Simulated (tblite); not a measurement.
A geometry optimisation, step by step.

Compound: C4H13BN2Si.
Numbering: `[CH3:1][SiH2:2][CH2:3][B@@H-:4]([NH3+:5])[CH2:6][C:7]#[N:8]` (hydrogens: H9, H10, H11 on C1; H12, H13 on Si2; H14, H15 on C3; H16 on B4; H17, H18, H19 on N5; H20, H21 on C6)
Bond orders are those of one Lewis drawing.

Computed with GFN2-xTB (tblite), gas phase: L-BFGS steps from a force-field or distance-geometry start until the largest atomic force falls under 0.01 eV/Å. 5 of its 104 geometries are shown.

Step 0: E = -651.0447 eV, largest atomic force 2.938 eV/Å
```
atom  x, y, z in Å  |  force x, y, z in eV/Å
C1      3.406    0.419    0.238   -0.737   0.455   0.750
Si2     1.837   -0.626    0.043    1.317  -0.681   0.168
C3      0.449    0.437   -0.472   -0.381   2.124  -1.024
B4     -0.991   -0.171   -0.273   -0.001  -1.043  -1.989
N5     -1.207   -0.787    1.119   -1.350  -0.551   1.975
C6     -2.177    0.891   -0.438   -1.508  -0.122   1.472
C7     -3.403    0.141   -0.121   -1.571  -0.197  -0.099
N8     -4.370   -0.463    0.150    2.527   1.390  -0.562
H9      3.411    0.783    1.298    0.287  -0.056  -1.038
H10     4.271   -0.213    0.089    0.190   0.421  -0.157
H11     3.328    1.279   -0.455    0.604  -0.591   0.539
H12     2.048   -1.662   -0.962    0.029  -0.242  -0.032
H13     1.652   -1.291    1.352   -0.109  -0.160   0.168
H14     0.589    0.614   -1.579   -0.109  -0.016   0.973
H15     0.480    1.458   -0.027    0.306  -0.480  -0.145
H16    -1.158   -1.044   -1.066    0.036  -0.382  -0.149
H17    -0.363   -1.143    1.581   -0.254   0.031  -0.210
H18    -1.628   -0.019    1.698    0.452  -1.018  -0.277
H19    -1.926   -1.553    1.013    0.900   0.971   0.389
H20    -2.214    1.331   -1.430   -0.241   0.197   0.248
H21    -2.042    1.636    0.396   -0.388  -0.052  -1.000
```

Step 26: E = -651.7358 eV, largest atomic force 0.157 eV/Å
```
atom  x, y, z in Å  |  force x, y, z in eV/Å
C1      3.470    0.427    0.247    0.010   0.009   0.017
Si2     1.909   -0.636    0.011    0.054   0.078  -0.049
C3      0.415    0.445   -0.443   -0.006   0.023   0.054
B4     -1.060   -0.231   -0.349   -0.085   0.001   0.021
N5     -1.236   -0.836    1.167    0.021   0.020  -0.025
C6     -2.289    0.873   -0.479   -0.007   0.039  -0.060
C7     -3.536    0.254   -0.160    0.054  -0.099   0.043
N8     -4.475   -0.328    0.159    0.100   0.118  -0.028
H9      3.499    0.858    1.244    0.002   0.025  -0.014
H10     4.372   -0.166    0.128   -0.052   0.010   0.011
H11     3.523    1.248   -0.463   -0.026  -0.054   0.000
H12     2.197   -1.704   -0.951   -0.066  -0.001  -0.027
H13     1.676   -1.313    1.326   -0.005  -0.015  -0.022
H14     0.562    0.797   -1.466    0.034  -0.007   0.019
H15     0.461    1.348    0.173   -0.002   0.065   0.039
H16    -1.210   -1.144   -1.092    0.027  -0.068  -0.022
H17    -0.351   -1.259    1.432   -0.017  -0.116   0.037
H18    -1.461   -0.090    1.820   -0.023  -0.011  -0.015
H19    -1.987   -1.522    1.164    0.007   0.055   0.045
H20    -2.339    1.260   -1.497   -0.031  -0.019  -0.038
H21    -2.150    1.735    0.182    0.010  -0.053   0.015
```

Step 52: E = -651.7957 eV, largest atomic force 0.060 eV/Å
```
atom  x, y, z in Å  |  force x, y, z in eV/Å
C1      3.489    0.446    0.224   -0.038  -0.016  -0.014
Si2     1.916   -0.599   -0.008    0.045  -0.004   0.012
C3      0.402    0.500   -0.300    0.041  -0.001   0.023
B4     -1.028   -0.261   -0.330   -0.012   0.001   0.010
N5     -1.283   -0.866    1.173    0.014   0.010   0.007
C6     -2.265    0.809   -0.590   -0.019  -0.005  -0.029
C7     -3.495    0.257   -0.139   -0.019   0.016   0.019
N8     -4.423   -0.250    0.310   -0.010  -0.038   0.018
H9      3.455    1.019    1.148   -0.005  -0.017  -0.048
H10     4.377   -0.180    0.261   -0.054   0.026  -0.005
H11     3.614    1.150   -0.595    0.028  -0.020   0.031
H12     2.103   -1.569   -1.095    0.017   0.028   0.032
H13     1.725   -1.378    1.248    0.013  -0.017  -0.008
H14     0.542    1.013   -1.253    0.032   0.003  -0.005
H15     0.391    1.297    0.451    0.010   0.028   0.009
H16    -1.074   -1.197   -1.061   -0.014   0.013  -0.031
H17    -0.582   -1.575    1.363   -0.011  -0.023  -0.010
H18    -1.202   -0.126    1.865   -0.019   0.022  -0.007
H19    -2.221   -1.262    1.206   -0.002   0.004   0.021
H20    -2.343    1.026   -1.654   -0.017   0.013  -0.043
H21    -2.109    1.760   -0.072    0.019  -0.021   0.018
```

Step 77: E = -651.8003 eV, largest atomic force 0.016 eV/Å
```
atom  x, y, z in Å  |  force x, y, z in eV/Å
C1      3.485    0.444    0.223    0.000   0.000   0.000
Si2     1.917   -0.605    0.001    0.010   0.012  -0.004
C3      0.408    0.505   -0.284    0.006   0.003   0.001
B4     -1.027   -0.251   -0.339    0.004   0.009  -0.001
N5     -1.292   -0.858    1.162    0.005   0.003   0.004
C6     -2.275    0.810   -0.602   -0.001   0.007   0.002
C7     -3.489    0.244   -0.123   -0.010  -0.001  -0.002
N8     -4.390   -0.287    0.353    0.006   0.002   0.000
H9      3.438    1.050    1.124   -0.004   0.000  -0.005
H10     4.369   -0.183    0.298   -0.012  -0.003   0.005
H11     3.632    1.118   -0.616    0.004  -0.006   0.004
H12     2.113   -1.557   -1.097    0.003  -0.010  -0.005
H13     1.739   -1.406    1.243   -0.004   0.004   0.005
H14     0.569    1.028   -1.230   -0.005  -0.002   0.004
H15     0.398    1.294    0.475   -0.008  -0.004  -0.008
H16    -1.067   -1.180   -1.080    0.005  -0.002  -0.003
H17    -0.620   -1.595    1.348    0.001  -0.007  -0.007
H18    -1.179   -0.120    1.851   -0.001  -0.001   0.002
H19    -2.246   -1.216    1.205    0.002  -0.005   0.005
H20    -2.373    1.019   -1.667   -0.001  -0.003   0.005
H21    -2.117    1.762   -0.090    0.001   0.001   0.000
```

Step 103: E = -651.8018 eV, largest atomic force 0.009 eV/Å
```
atom  x, y, z in Å  |  force x, y, z in eV/Å
C1      3.484    0.436    0.237    0.000   0.000  -0.001
Si2     1.906   -0.593    0.003   -0.002   0.002  -0.001
C3      0.404    0.520   -0.307    0.000  -0.002   0.000
B4     -1.030   -0.239   -0.355    0.002  -0.002   0.003
N5     -1.271   -0.871    1.140    0.000  -0.004   0.008
C6     -2.287    0.818   -0.588   -0.001   0.001   0.001
C7     -3.489    0.240   -0.094   -0.004  -0.002   0.002
N8     -4.376   -0.305    0.393    0.003   0.006  -0.004
H9      3.401    1.110    1.085   -0.003   0.003   0.001
H10     4.341   -0.205    0.413    0.005   0.001   0.001
H11     3.699    1.039   -0.640    0.002   0.002  -0.003
H12     2.107   -1.565   -1.078    0.001   0.001   0.000
H13     1.709   -1.377    1.254    0.001   0.002   0.002
H14     0.568    1.030   -1.258    0.000  -0.003   0.002
H15     0.390    1.319    0.442    0.003  -0.005  -0.003
H16    -1.074   -1.157   -1.109    0.001  -0.001  -0.001
H17    -0.596   -1.612    1.299   -0.005  -0.001  -0.001
H18    -1.141   -0.145    1.840   -0.002  -0.001  -0.004
H19    -2.224   -1.228    1.198    0.002   0.002  -0.004
H20    -2.403    1.035   -1.650   -0.003   0.002   0.003
H21    -2.127    1.767   -0.071    0.001  -0.001   0.000
```

Question: Summarise the path.

Answer: The energy falls by 73.06 kJ/mol from step 0 to step 103; nine tenths of that is first reached at step 23. It falls at every step. The largest force goes from 2.938 to 0.009 eV/Å. Among the bonds B4–N5 changes most, from 1.538 to 1.640 Å; the atoms move by 0.350 Å rms after alignment.

What follows is the cost of the whole relaxation. Time: 0.85 s. Hardware: an Arm Neoverse V1 with one thread (shared host).
